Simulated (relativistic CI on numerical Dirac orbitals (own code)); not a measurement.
Sensitivity of the levels of Re XX to α and to the nuclear radius

Computed by Dirac-Coulomb-Breit CI, separate exchange-only KLI orbitals for each configuration, derivatives by finite differences, unscaled Slater integrals, QED left out (own radial code, finite nucleus).

CI space (outside the closed core [Ar] 3d10 4p6 4d10): 4s²4f¹⁰, 4s²4f⁹5s, 4s²4f⁸5s², 4s4f¹¹, 4f¹². Levels of other configurations are missing.

With x = (α/α₀)² − 1 an excitation energy changes as ω = ω₀ + qx; K = 2q/ω₀ is the relative enhancement. Terms are leading LS components, so labels can repeat. The field-shift factor is F = δν/δ⟨r²⟩ for the transition from the lowest level.

Lowest level 4s²4f¹⁰ ⁵I8.

```
       Level  ω₀ (cm⁻¹)  q (cm⁻¹)  F (GHz/fm²)
 4s²4f¹⁰ ⁵I7    16804.4     17880        0.945
 4s²4f¹⁰ ⁵I6    26420.3     21990         1.24
 4s²4f¹⁰ ⁵I5    30918.9      9739        0.754
 4s²4f¹⁰ ⁵F5    37593.1     18570         1.21
 4s²4f¹⁰ ⁵I4    38749.1     27900         1.62
 4s²4f¹⁰ ⁵S2    40351.4     -1087         0.38
 4s²4f¹⁰ ³K8    44094.8     10580         0.92
 4s²4f¹⁰ ⁵F4    46077.6     12580          1.1
 4s²4f¹⁰ ⁵G6    51419.6      9702          1.1
 4s²4f¹⁰ ⁵S2    51448.3     16680         1.29
 4s²4f¹⁰ ⁵F3    52506.3     19960         1.46
 4s²4f¹⁰ ⁵F1    55480.9     18930         1.41
 4s²4f¹⁰ ⁵F5    56555.4     18620         1.43
 4s²4f¹⁰ ³K7    58727.2     22350         1.58
 4s²4f¹⁰ ³G4    59230.1      8913         1.05
 4s²4f¹⁰ ³L9    60277.1     12610         1.25
 4s²4f¹⁰ ³H6    64392.2     22600         1.71
 4s²4f¹⁰ ³F4    66655.3     13280         1.34
 4s²4f¹⁰ ⁵F2    67292.1     20440         1.62
 4s²4f¹⁰ ⁵G5    68037.8     26550         1.95
 4s²4f¹⁰ ³K6    69810.2     29470         2.01
 4s²4f¹⁰ ⁵G3    69873.1     18860         1.61
4s²4f¹⁰ ³M10    72105.9     14160         1.48
```

At this charge energies of transitions that change n are usually good to better than 1 %, and those within a shell (Δn = 0) to a few per cent. Terms inside the open d or f shell come out 10 to 20 % too wide with unscaled integrals.

Which transition from the lowest level has the largest |K|?

4s²4f¹⁰ ⁵I7 at 16804.4 cm⁻¹, K = 2.13.
